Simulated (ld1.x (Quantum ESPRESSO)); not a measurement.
## Building the TM potential for lanthanum (LDA (PZ), scalar-relativistic).

Input for ld1.x (Quantum ESPRESSO) 7.5:

```
&input
   title='La', zed=57., rel=1, dft='PZ', iswitch=3,
   config='[Xe] 4f0 5d1 6s0 6p0',
   nld=4, rlderiv=4.25, eminld=-6.0, emaxld=5.0, deld=0.02
 /
 &inputp
   pseudotype=2, tm=.true., lloc=-1, rcloc=2.30,
   nlcc=.true.,
   file_pseudopw='La.UPF', file_wfcaegen='ae.wfc', file_wfcncgen='nc.wfc', file_beta='beta', file_chi='chi'
 /
4
5S  1  0   2.00   0.00  1.90  1.90  0.0
5P  2  1   6.00   0.00  3.15  3.15  0.0
5D  3  2   1.00   0.00  3.90  3.90  0.0
4F  4  3   0.00   0.00  1.20  1.20  0.0
 &test
   configts(1)='4f0 5s2 5p6 5d1 6s0 6p0'
 /
```

Command:

```bash
ld1.x < La.in > La.out
```

Resulting log (shortened: banner, matrices, multipoles, cross overlaps and the repeated all-electron block are left out):

```
Program LD1 v.7.5
     --------------------------- All-electron run ----------------------------

     La
     scalar relativistic calculation

     atomic number is 57.00
     dft =PZ   lsd =0 sic =0 latt =0  beta=0.20 tr2=1.0E-14
     Exchange-correlation= PZ
                           (   1   1   0   0   0   0   0)
     mesh =1253 r(mesh) = 100.17801 a.u. xmin = -7.00 dx = 0.01250
     1 Ry =  13.60569312 eV, c = 137.03599908

     n l     nl                  e(Ry)          e(Ha)          e(eV)
     1 0     1S 1( 2.00)     -2846.2446     -1423.1223    -38725.1309
     2 0     2S 1( 2.00)      -453.9704      -226.9852     -6176.5816
     2 1     2P 1( 6.00)      -407.1791      -203.5895     -5539.9535
     3 0     3S 1( 2.00)       -97.8100       -48.9050     -1330.7734
     3 1     3P 1( 6.00)       -82.8670       -41.4335     -1127.4629
     4 0     4S 1( 2.00)       -20.4790       -10.2395      -278.6309
     4 1     4P 1( 6.00)       -15.6148        -7.8074      -212.4497
     3 2     3D 1(10.00)       -61.3399       -30.6700      -834.5719
     5 0     5S 1( 2.00)        -3.8047        -1.9024       -51.7657
     5 1     5P 1( 6.00)        -2.5783        -1.2892       -35.0797
     4 2     4D 1(10.00)        -8.5744        -4.2872      -116.6612
     4 3     4F 1( 0.00)        -1.2727        -0.6364       -17.3160
     5 2     5D 1( 1.00)        -1.0927        -0.5463       -14.8669
     6 0     6S 1( 0.00)        -1.0060        -0.5030       -13.6874
     6 1     6P 1( 0.00)        -0.7315        -0.3657        -9.9523

     final scf error:  4.9E-15 reached in  31 iterations

     Etot =  -16972.474675 Ry,   -8486.237338 Ha, -230922.281969 eV

     Ekin =   17949.320575 Ry,    8974.660287 Ha,  244212.947504 eV
     Encl =  -41035.589128 Ry,  -20517.794564 Ha, -558317.632800 eV
     Eh   =    6506.454928 Ry,    3253.227464 Ha,   88524.829073 eV
     Exc  =    -392.661050 Ry,    -196.330525 Ha,   -5342.425746 eV

     normalization and overlap integrals

     s(1S/1S) =  1.000000  <r> =   0.0251  <r2> =    0.0009  r(max) =   0.0161
     s(2S/2S) =  1.000000  <r> =   0.1075  <r2> =    0.0136  r(max) =   0.0914
     s(2P/2P) =  1.000000  <r> =   0.0943  <r2> =    0.0108  r(max) =   0.0729
     s(3S/3S) =  1.000000  <r> =   0.2856  <r2> =    0.0932  r(max) =   0.2610
     s(3P/3P) =  1.000000  <r> =   0.2835  <r2> =    0.0932  r(max) =   0.2546
     s(4S/4S) =  1.000000  <r> =   0.6545  <r2> =    0.4834  r(max) =   0.6108
     s(4P/4P) =  1.000000  <r> =   0.6935  <r2> =    0.5469  r(max) =   0.6341
     s(3D/3D) =  1.000000  <r> =   0.2601  <r2> =    0.0798  r(max) =   0.2111
     s(5S/5S) =  1.000000  <r> =   1.5500  <r2> =    2.6975  r(max) =   1.4112
     s(5P/5P) =  1.000000  <r> =   1.7876  <r2> =    3.6114  r(max) =   1.5792
     s(4D/4D) =  1.000000  <r> =   0.7679  <r2> =    0.6841  r(max) =   0.6750
     s(4F/4F) =  1.000000  <r> =   1.1481  <r2> =    1.7246  r(max) =   0.7460
     s(5D/5D) =  1.000000  <r> =   2.5834  <r2> =    7.6840  r(max) =   2.1586
     s(6S/6S) =  1.000000  <r> =   3.6986  <r2> =   15.2499  r(max) =   3.3853
     s(6P/6P) =  1.000000  <r> =   4.4307  <r2> =   21.9350  r(max) =   4.0328

     ------------------------ End of All-electron run ------------------------

     --------------------- Generating NC pseudopotential ---------------------

      Generating local potential from pseudized AE potential:
      Matching radius rcloc =   2.3000

      Local pseudo, rcloc= 2.298 Estimated cut-off energy=     4.46 Ry

      Computing core charge for nlcc:

       r > 1.14 : true rho core
       r < 1.14 : rho core = a sin(br)/r    a=  14.37  b=   2.38

      Integrated core pseudo-charge :   8.71

      Wfc   5S  rcut= 1.881  Using Troullier-Martins method

      Wfc   5P  rcut= 3.180  Using Troullier-Martins method

      Wfc   5D  rcut= 3.884  Using Troullier-Martins method

      Wfc   4F  rcut= 1.200  Using Troullier-Martins method

     ------------------- End of pseudopotential generation -------------------

     Computing logarithmic derivative in   4.26618
     Computing logarithmic derivative in   4.26618
     Computing the partial wave expansion
     R is outside the sphere for l=    0 j= 0.00
     R is outside the sphere for l=    1 j= 0.00
     R is outside the sphere for l=    2 j= 0.00
     R is outside the sphere for l=    3 j= 0.00

     ---------------------- Testing the pseudopotential ----------------------

     La
     scalar relativistic calculation

     atomic number is 57.00   valence charge is 11.00
     dft =PZ   lsd =0 sic =0 latt =0  beta=0.20 tr2=1.0E-14
     mesh =1253 r(mesh) = 100.17801 xmin = -7.00 dx = 0.01250

     n l     nl             e AE (Ry)        e PS (Ry)    De AE-PS (Ry)
     4 3     4F   1( 0.00)       -1.27271       -1.27264       -0.00006
     1 0     5S   1( 2.00)       -3.80471       -3.80472        0.00001
     2 1     5P   1( 6.00)       -2.57831       -2.57831       -0.00000
     3 2     5D   1( 1.00)       -1.09270       -1.09270        0.00000
     2 0     6S   1( 0.00)       -1.00601       -0.99847       -0.00753  !
     3 1     6P   1( 0.00)       -0.73148       -0.74148        0.01000  !

     eps = 3.1E-15  iter =  4

     Etot =  -16972.474675 Ry,   -8486.237338 Ha, -230922.281969 eV
     Etotps =   -77.236204 Ry,     -38.618102 Ha,   -1050.852087 eV

     Ekin =      14.820681 Ry,       7.410341 Ha,     201.645644 eV
     Encl =    -113.257735 Ry,     -56.628867 Ha,   -1540.949983 eV
     Ehrt =      40.391846 Ry,      20.195923 Ha,     549.559066 eV
     Ecxc =     -24.074698 Ry,     -12.037349 Ha,    -327.552960 eV
     (Ecc =     -14.309703 Ry,      -7.154852 Ha,    -194.693429 eV)
     Epseu=       4.883702 Ry,       2.441851 Ha,      66.446146 eV

     ---------------------- End of pseudopotential test ----------------------
```

Generation and configuration tests took about 3 s on one core of a shared server CPU.
